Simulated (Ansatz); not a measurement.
`CC(F)([SiH3])Cl` → `CC(F)Cl` + `[SiH2]` at 600 K and 1 bar (silylene formation by 1,1-elimination).

Computed with Ansatz on PBE0-D4/def2-TZVP structures; ΔE is electronic, products minus reactants. CCSD(T)/CBS adds triple-zeta CCSD(T) − MP2 to the extrapolated MP2 energy (def2 sets, frozen cores). This one scheme is used for every species.

```
          species  CCSD(T)/CBS energy (Eh)  H − E (kJ/mol)  S (J/(mol·K))
`CC(F)([SiH3])Cl`               -928.35296           255.1          440.5
        `CC(F)Cl`               -638.08166           196.9          354.6
         `[SiH2]`               -290.19011            52.1          233.9
```

H − E and S are ideal-gas, rigid-rotor, harmonic terms from PBE0-D4/def2-TZVP, for one conformer and one mirror image of each species. 1 Eh = 2625.50 kJ/mol, R = 8.31446 J/(mol·K).

Task: By hand: ΔE, ΔH, ΔS and ΔG.

Result: ΔE = (-638.08166) + (-290.19011) − (-928.35296) = 0.08119 Eh = 213.2 kJ/mol. Δ(H − E) = 196.9 + 52.1 − 255.1 = -6.1, so ΔH = 207.1 kJ/mol. ΔS = 354.6 + 233.9 − 440.5 = 148.0 J/(mol·K). ΔG = 207.1 − 600 × (148.0)/1000 = 118.3 kJ/mol.

Task: By hand: the equilibrium constant, and the temperature at which ΔG would vanish if ΔH and ΔS stayed fixed.

Result: log₁₀ K = −ΔG/(RT ln 10) = -10.3. ΔG = 0 at ΔH/ΔS = 1399 K.

The number of gas molecules changes by +1, which sets the sign of ΔS. A doubt of 5 kJ/mol in ΔE shifts log₁₀ K by 0.4 here. Other conformers and mirror images would add mixing entropy, several J/(mol·K) or more a flexible species. These are equilibria of isolated gas molecules and say nothing of rates. Largest T1 diagnostic: 0.014 (customary marks: 0.02 for closed shells, 0.045 for open ones).
